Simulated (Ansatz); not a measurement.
Coupled-cluster diagnostics for the cluster Na7S3⁺, Ansatz.

Geometry of the singlet (r2SCAN-D4/def2-SVP):

```xyz
10

Na   -1.2995   -0.0621    2.4702
Na   -0.8200   -2.4913    0.7087
Na   -2.6118   -3.9333    4.8372
Na   -0.1042    2.6448   -0.7576
Na    2.9213    3.4545   -4.3458
Na   -0.1361    0.1730   -2.7094
Na    2.2892    0.5304   -0.6193
S    -1.6274   -2.4989    3.1139
S     1.6610    2.1192   -2.6578
S    -0.2725    0.0638   -0.0400
```

Correlated methods freeze 22 core orbitals; core or outer-core shells of Na are correlated, in sets that lack core-valence functions. Another isomer (singlet) lies 0.45 eV lower at PBE0-D4/def2-TZVP; other spin states weren't run for this one.

Question: Estimate the CCSD(T) correlation energy, the shares of MP2 and (T), T1 and the reference's ⟨S²⟩ for: charge 1, singlet, own geometry in def2-SVP; and the rough time on 4 threads of Arm Neoverse N1 on a shared host.

Answer: 
```tsv
state	basis	correlation (eV)	MP2 share (%)	(T) share (%)	T1	⟨S²⟩ (pure)	wall time
charge 1, singlet, own geometry	def2-SVP	-13.337	89.7	3.3	0.009	0.00 (0.00)	3.4 min
```
Customary marks for T1 are 0.02 (closed shells), 0.045 (open shells) and about 0.05 (3d metals). T1 stays under 0.02 throughout.
